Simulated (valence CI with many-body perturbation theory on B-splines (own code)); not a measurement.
E1 transitions of I III

Level of theory: configuration interaction combined with many-body perturbation theory (CI+MBPT): five valence electrons over a frozen Dirac-Fock core [Kr] 4d10, a basis of 9 s, 9 p, 8 d, 6 f, 3 g, 1 h functions for each j, with the one-electron correlation potential Σ1, the two-electron term Σ2, the three-electron term Σ3, Breit, model QED; selected CI, second order for the rest, scaled by the run's own slope (own B-spline code, finite nucleus).

No measured spectrum was set against this ion. As an estimate, levels hold to about 250 cm⁻¹ or 0.2 % of their energy and the worst to 1 %, as in measured heavy ions of charge 2 to 7. Core correlation moves these levels by up to 5200 cm⁻¹, and in measured spectra 5 to 20 % of such shifts remained as error; rates that hang on mixing are uncertain with them. Among the levels kept, up to 1200 cm⁻¹ of a level comes from second order outside the variational space, and about a tenth of that is noise between levels of different J, which matters for small intervals.

Lines 1 to 50 of 240 in falling wavelength, among levels below 18.922 eV, chosen from the strongest by gf and those to the six lowest levels. Wavelengths and rates use the calculated energies, so an error of 200 cm⁻¹ moves a line at 892.3 nm by 1.8 % and its rate by three times that or more. Electric multipoles are in the length gauge, E1 and E2 with the static RPA response of the core. Weak lines are less certain than strong ones. Lines between different terms over intervals too small for the method are left out, as are lines whose strength nearly cancels. The highest levels of a list are the least certain.

Names give the largest LS component (configuration and term), which can be under half, so a name can repeat, a term be missing and a line seem to break the LS rules; names also repeat where a configuration has a term twice. Letters in brackets count levels of one name in rising energy.

```csv
λ vac (nm),Upper,Lower,A (s⁻¹),S (a.u.)
892.3,5s²5p²6p ⁴D°_3/2 [a],5s²5p²5d ⁴P_5/2,9.95e+05,1.40e+00
671.3,5s²5p²6p ²D°_5/2,5s²5p²5d ²D_3/2 [a],2.03e+06,1.82e+00
638.6,5s²5p²6p ⁴D°_3/2 [b],5s²5p²5d ⁴P_5/2,4.96e+06,2.55e+00
621.5,5s²5p²6p ²S°_1/2,5s²5p²6s ²P_3/2,7.26e+06,1.72e+00
614.7,5s²5p²6p ²D°_3/2,5s²5p²5d ⁴P_3/2,4.04e+06,1.85e+00
604.7,5s²5p²6p ⁴P°_1/2,5s²5p²5d ⁴P_3/2,4.64e+06,1.01e+00
591.8,5s²5p²6p ²D°_5/2,5s²5p²5d ⁴P_3/2,1.02e+06,6.26e-01
547.0,5s²5p²6p ²D°_3/2,5s²5p²5d ⁴P_5/2,6.07e+06,1.96e+00
546.6,5s²5p²6p ²D°_5/2,5s²5p²5d ²G_7/2,1.83e+06,8.87e-01
540.9,5s²5p²6p ⁴P°_3/2,5s²5p²5d ⁴P_1/2,1.52e+07,4.75e+00
539.2,5s²5p²6p ⁴D°_3/2 [b],5s²5p²6s ²P_3/2,5.24e+06,1.62e+00
528.8,5s²5p²6p ²D°_5/2,5s²5p²5d ⁴P_5/2,1.55e+07,6.79e+00
519.1,5s²5p²6p ²S°_1/2,5s²5p²6s ²P_1/2,2.30e+07,3.18e+00
512.3,5s²5p²6p ⁴P°_3/2,5s²5p²5d ⁴P_3/2,1.60e+07,4.25e+00
511.5,5s²5p²6p ⁴D°_3/2 [a],5s²5p²6s ⁴P_3/2,4.08e+06,1.08e+00
510.3,5s²5p²6p ⁴D°_3/2 [b],5s5p⁴ ²S_1/2,2.20e+06,5.77e-01
494.8,5s²5p²6p ⁴D°_3/2 [b],5s²5p²6s ⁴P_5/2,2.39e+06,5.71e-01
472.4,5s²5p²6p ²D°_3/2,5s²5p²6s ²P_3/2,1.26e+07,2.62e+00
467.5,5s²5p²6p ⁴D°_5/2,5s²5p²6s ⁴P_5/2,6.13e+06,1.86e+00
466.5,5s²5p²6p ⁴P°_1/2,5s²5p²6s ²P_3/2,7.43e+06,7.45e-01
464.4,5s²5p²6p ⁴P°_3/2,5s²5p²5d ⁴P_5/2,2.94e+06,5.82e-01
464.1,5s²5p²6p ²S°_1/2,5s²5p²6s ⁴P_3/2,3.95e+07,3.89e+00
460.4,5s²5p²6p ⁴D°_3/2 [b],5s²5p²6s ²P_1/2,2.71e+07,5.22e+00
458.8,5s²5p²6p ²D°_5/2,5s²5p²6s ²P_3/2,3.05e+07,8.72e+00
455.5,5s²5p²6p ⁴D°_1/2,5s²5p²6s ⁴P_1/2,8.43e+07,7.86e+00
450.1,5s²5p²6p ²D°_3/2,5s5p⁴ ²S_1/2,5.66e+06,1.02e+00
444.2,5s²5p²6p ⁴D°_3/2 [a],5s²5p²5d ⁴D_1/2,6.47e+06,1.12e+00
438.0,5s²5p²6p ²D°_3/2,5s²5p²6s ⁴P_5/2,7.53e+06,1.25e+00
434.4,5s²5p²6p ²D°_5/2,5s²5p²5d ⁴D_7/2,1.76e+06,4.27e-01
426.2,5s²5p²6p ²D°_5/2,5s²5p²6s ⁴P_5/2,6.79e+07,1.56e+01
416.6,5s²5p²6p ⁴D°_3/2 [b],5s²5p²6s ⁴P_3/2,7.60e+07,1.08e+01
410.8,5s²5p²6p ²D°_3/2,5s²5p²6s ²P_1/2,5.16e+07,7.07e+00
409.5,5s²5p²6p ⁴P°_3/2,5s²5p²6s ²P_3/2,6.65e+06,9.02e-01
406.3,5s²5p²6p ⁴P°_1/2,5s²5p²6s ²P_1/2,3.08e+07,2.04e+00
405.1,5s²5p²6p ⁴D°_7/2,5s²5p²5d ⁴D_7/2,3.65e+06,9.58e-01
398.0,5s²5p²6p ⁴D°_7/2,5s²5p²6s ⁴P_5/2,1.62e+08,4.04e+01
397.1,5s²5p²6p ⁴D°_5/2,5s²5p²6s ⁴P_3/2,1.52e+08,2.81e+01
395.1,5s²5p²6p ⁴D°_1/2,5s²5p²5d ²P_1/2 [a],2.37e+07,1.44e+00
392.8,5s²5p²6p ⁴D°_3/2 [a],5s²5p²6s ⁴P_1/2,1.33e+08,1.59e+01
383.5,5s²5p²6p ⁴D°_3/2 [a],5s²5p²5d ²F_5/2 [a],6.18e+06,6.88e-01
383.4,5s²5p²6p ⁴P°_3/2,5s²5p²6s ⁴P_5/2,1.80e+08,2.00e+01
378.4,5s²5p²6p ⁴D°_5/2,5s²5p²5d ⁴D_5/2,1.08e+07,1.73e+00
375.5,5s²5p²6p ²D°_3/2,5s²5p²6s ⁴P_3/2,7.04e+07,7.36e+00
371.8,5s²5p²6p ⁴P°_1/2,5s²5p²6s ⁴P_3/2,1.26e+08,6.37e+00
371.3,5s²5p²6p ⁴D°_3/2 [b],5s²5p²5d ⁴D_3/2,2.39e+07,2.41e+00
370.9,5s²5p²6p ⁴D°_3/2 [b],5s²5p²5d ⁴D_1/2,8.28e+06,8.34e-01
366.9,5s²5p²6p ²D°_5/2,5s²5p²6s ⁴P_3/2,1.01e+07,1.48e+00
364.2,5s²5p²6p ²S°_1/2,5s²5p²6s ⁴P_1/2,2.75e+07,1.31e+00
362.4,5s²5p²6p ⁴P°_3/2,5s²5p²6s ²P_1/2,7.16e+06,6.73e-01
358.8,5s²5p²6p ²D°_3/2,5s²5p²5d ⁴D_5/2,6.21e+07,5.67e+00
```
